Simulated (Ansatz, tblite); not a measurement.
Removing and adding an electron: `C[Si](C)(C)C#Cc1ccc(-c2ccc(-c3ccc(C#C[Si](C)(C)C)cc3)cc2)cc1`. Charge 0, multiplicity 1. Geometry: PBE-D4/def2-SVP. Ansatz, gas phase; energy differences of separate SCF runs; the oxidised species was run as a doublet alone; the reduced species was run as a doublet alone.

```xyz
60

C    -3.647   -0.093  -10.404
Si   -1.778   -0.134  -10.124
C    -1.035   -1.717  -10.844
C    -0.961    1.386  -10.899
C    -1.458   -0.109   -8.304
C    -1.243   -0.093   -7.086
C    -0.997   -0.074   -5.683
C    -2.066    0.036   -4.757
C    -1.819    0.053   -3.383
C    -0.503   -0.038   -2.869
C    -0.247   -0.019   -1.411
C    -1.168   -0.580   -0.497
C    -0.925   -0.565    0.879
C     0.248    0.018    1.411
C     0.504    0.037    2.869
C     1.202    1.109    3.476
C     1.446    1.132    4.850
C     0.998    0.075    5.683
C     1.244    0.093    7.086
C     1.457    0.108    8.304
Si    1.776    0.134   10.124
C     3.479   -0.621   10.449
C     0.431   -0.881   10.983
C     1.729    1.930   10.716
C     0.298   -1.002    5.080
C     0.059   -1.015    3.705
C     1.168    0.581    0.497
C     0.928    0.561   -0.879
C     0.560   -0.148   -3.798
C     0.324   -0.167   -5.173
H    -3.879   -0.106  -11.490
H    -4.138   -0.971   -9.937
H    -4.095    0.822   -9.967
H    -1.208   -1.764  -11.939
H     0.058   -1.760  -10.665
H    -1.493   -2.616  -10.384
H     0.134    1.383  -10.721
H    -1.133    1.403  -11.995
H    -1.374    2.321  -10.470
H    -3.095    0.119   -5.136
H    -2.664    0.167   -2.688
H    -2.085   -1.057   -0.875
H    -1.673   -0.997    1.561
H     1.538    1.955    2.858
H     1.981    1.979    5.303
H     3.703   -0.620   11.536
H     3.526   -1.668   10.087
H     4.274   -0.046    9.932
H     0.591   -0.889   12.081
H     0.438   -1.931   10.627
H    -0.574   -0.459   10.784
H     1.918    1.985   11.808
H     0.740    2.389   10.513
H     2.500    2.538   10.201
H    -0.047   -1.835    5.710
H    -0.463   -1.876    3.260
H     2.101    1.027    0.872
H     1.659    1.023   -1.559
H     1.592   -0.248   -3.430
H     1.163   -0.264   -5.878
```

The xTB rows come from tblite. Single mean-field runs in def2-TZVP are fitted with def2-universal-jkfit.

(1) Estimate orbital energies and vertical ionisation energies and electron affinities at: GFN1-xTB; GFN2-xTB; LDA (SPW92)/def2-TZVP; PBE-D4/def2-TZVP; PBE0-D4/def2-TZVP.

Results:

(1) 
| level | −HOMO (eV) | vertical IE (eV) | −LUMO (eV) | vertical EA (eV) | HOMO–LUMO gap (eV) | IE − EA (eV) | remarks |
| --- | --- | --- | --- | --- | --- | --- | --- |
| GFN1-xTB | 11.02 | 12.39 | 8.43 | 6.91 | 2.59 | 5.48 | – |
| GFN2-xTB | 9.97 | 11.40 | 7.34 | 5.77 | 2.63 | 5.63 | – |
| LDA (SPW92)/def2-TZVP | 5.49 | 6.95 | 2.86 | 1.37 | 2.63 | 5.58 | HOMO above zero (-1 doublet) |
| PBE-D4/def2-TZVP | 5.28 | 6.78 | 2.62 | 1.20 | 2.66 | 5.58 | HOMO above zero (-1 doublet) |
| PBE0-D4/def2-TZVP | 6.09 | 7.13 | 1.94 | 0.99 | 4.15 | 6.15 | HOMO above zero (-1 doublet) |

   A HOMO above zero means that the electron is unbound at that level or that self-interaction error raises the level; the energy of removing that electron tells which. Raw xTB energy differences between charge states are shifted by several eV; the methods need an empirical correction for them. Sets without diffuse functions give affinities that are too small.
